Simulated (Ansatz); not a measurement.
Task: Name a neutral molecule of Cl, O, Si and H with HOMO energy (PBE0/def2-TZVPP) between -7.60 and -7.30 eV and HOMO energy (B3LYP/def2-TZVPP) between -7.50 and -7.20 eV (Ansatz, PBE0-D4/def2-TZVP geometry).

Result: `O[Si]([SiH3])([SiH3])Cl` (-7.56 eV, -7.37 eV). Other molecules can fit too; these were computed, each in one conformer that needn't be the lowest.

B3LYP here is the variant with VWN-RPA as its local correlation; programs differ in this.
